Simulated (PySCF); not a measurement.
## Magnetisability and related constants of `COC1=C[C@@H](Br)C1`, C₅H₇BrO

Theory: PySCF 2.14.0, GIAO B3LYP/pcSseg-1 magnetisability, rotational g tensor and spin-rotation constants, non-relativistic, gas phase. Geometry: GFN2-xTB.

Input:
```
{"job": {"kind": "mag", "xc": "B3LYP", "basis": "pcSseg-1", "isotopologues": 2}, "charge": 0, "multiplicity": 1}
C      2.367446    -0.326680     0.000305
O      1.213942    -0.702617    -0.726691
C      0.061777    -0.222894    -0.254576
C     -0.345654     0.522484     0.782170
C     -1.785411     0.385773     0.409553
Br    -2.705559     2.057873    -0.082438
C     -1.320824    -0.454712    -0.802785
H      3.212400    -0.789023    -0.505027
H      2.485390     0.760436     0.004434
H      2.310003    -0.684370     1.032272
H      0.127527     1.048943     1.587068
H     -2.446961    -0.107253     1.118890
H     -1.513834     0.000745    -1.772376
H     -1.660919    -1.489178    -0.812966
```
Coordinates are in Å.

Command: `OMP_NUM_THREADS=1 python excited_run.py task.json out`

(1) Show the output.

## Answers

(1) Atoms count from 0.
```
coarse grid: 55720 points
cycle   1  E = -2843.7298988364  dE = -1.837e-01  |g| = 8.842e-01  |ddm| = 3.512e+00
cycle   2  E = -2843.6886698764  dE =  4.123e-02  |g| = 8.217e-01  |ddm| = 1.026e+00
cycle   3  E = -2843.7825384405  dE = -9.387e-02  |g| = 2.908e-01  |ddm| = 7.788e-01
cycle   4  E = -2843.7956220274  dE = -1.308e-02  |g| = 7.834e-02  |ddm| = 2.248e-01
cycle   5  E = -2843.7967275308  dE = -1.106e-03  |g| = 2.726e-02  |ddm| = 7.911e-02
cycle   6  E = -2843.7969006371  dE = -1.731e-04  |g| = 6.760e-03  |ddm| = 2.764e-02
cycle   7  E = -2843.7969116334  dE = -1.100e-05  |g| = 1.172e-03  |ddm| = 6.910e-03
cycle   8  E = -2843.7969119693  dE = -3.359e-07  |g| = 3.107e-04  |ddm| = 1.544e-03
final grid: 117928 points
cycle   9  E = -2843.7969032647  dE = -2.410e-10  |g| = 4.061e-04  |ddm| = 1.535e-03
cycle  10  E = -2843.7969032193  dE =  4.542e-08  |g| = 5.896e-04  |ddm| = 9.451e-04
cycle  11  E = -2843.7969033055  dE = -8.621e-08  |g| = 6.989e-05  |ddm| = 5.823e-04
cycle  12  E = -2843.7969033065  dE = -9.932e-10  |g| = 1.313e-05  |ddm| = 5.562e-05
converged SCF energy = -2843.7969033065

Magnetisability tensor (1e-30 J/T^2)
    -1311.75       38.40      -56.33
       38.40    -1370.94       57.84
      -56.33       57.84    -1269.38
isotropic -1317.36   principal values   -1428.07  -1299.44  -1224.56
isotropic susceptibility -79.333 1e-6 cm^3/mol

Inertial axes            a          b          c
rot. const./GHz      6.0324     0.7194     0.6888
chi total           -81.664    -77.823    -78.512
chi diamagnetic    -318.906  -1640.203  -1721.779
chi paramagnetic    237.242   1562.379   1643.267
quadrupole/D A        2.690     -0.062     -2.628
g nuclear            0.6356     0.5229     0.5275
g electronic        -0.6723    -0.5280    -0.5317
g total             -0.0367    -0.0051    -0.0042

Spin-rotation constants (kHz, H = +C I.J)
atom  isotope        aa         bb         cc
  5   79Br        5.148      1.625      1.157
  7     1H        0.182     -0.077     -0.054
  8     1H       -0.429     -0.007     -0.055
  9     1H       -0.594     -0.078      0.030
 10     1H       -0.620      0.040     -0.068
 11     1H       -0.506     -0.060      0.019
 12     1H       -0.576     -0.074      0.019
 13     1H       -0.629      0.018     -0.059
  0    13C*       1.287      0.125      0.160
  1    17O*      -0.906     -0.168     -0.066
  2    13C*       2.714      0.298      0.178
  3    13C*       2.052      0.224      0.146
  4    13C*       1.336      0.142      0.137
  6    13C*       1.027      0.164      0.135
* in the singly substituted isotopologue

Isotopologues: g along a, b, c
2H    at 7,8,9,10,11,12    -0.0294    -0.0048    -0.0040
13C   at 0                 -0.0365    -0.0050    -0.0042
```

The calculation is non-relativistic, which matters for the atoms heavier than Zn.

It took 46 s wall time on 1 thread of an Arm Neoverse N1, shared host, peak memory 0.82 GiB.
